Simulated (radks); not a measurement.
Results of a calculation; reference values are marked as such.
Spherical quantum dot in the effective-mass picture: electrons in a hard-walled sphere of radius 5.68, with a point charge +2 (a donor) at the centre, all in effective atomic units (hartree* = m*/eps^2 hartree, bohr* = eps/m* bohr), one dielectric constant everywhere. Level of theory: non-relativistic Kohn-Sham, LDA (Slater exchange, Perdew-Wang correlation), spin-polarised, spherical densities (a radial shooting solver with Libxc functionals). Levels are named by radial order and angular momentum (1s, 1p, 1d, 2s, ...), and open shells are averaged over m. Results are scaled to m* = 0.266 and eps = 17.8, for which hartree* = 22.85 meV and bohr* = 3.541 nm.

N = 19, configuration 1s2 1p6 1d(up 5, down 4) 2s2. This is the lowest configuration that the search found. Occupied and some empty levels:

level,occupation,eigenvalue (meV),<r> (nm)
1s up,1,85.034,5.524
1s down,1,85.074,5.362
2s up,1,88.858,12.15
2s down,1,89.015,12.30
1p up,3,89.459,14.23
1p down,3,89.651,14.23
1d up,5,92.577,14.67
1d down,4,92.772,14.67
1f up,0,96.853,15.02
1f down,0,97.052,15.02
1g up,0,102.21,15.31
1g down,0,102.41,15.31
2p up,0,105.96,9.952
2p down,0,106.05,9.940

Energy (meV): total 769.579, kinetic 260.30, external -349.72, Hartree 989.48, exchange-correlation -130.48.

Electron density:

r (nm),n(r) (e/nm^3)
1.06,0.02490
2.06,0.008929
3.06,0.003443
4.07,0.001423
5.07,0.0006497
6.07,0.0003589
7.07,0.0002731
8.07,0.0002868
9.07,0.0003592
10.1,0.0004722
11.1,0.0006127
12.1,0.0007627
13.1,0.0008941
14.1,0.0009693
15.1,0.0009485
16.1,0.0008086
17.1,0.0005668
18.1,0.0002910
19.1,0.00007845
20.1,1.838e-07
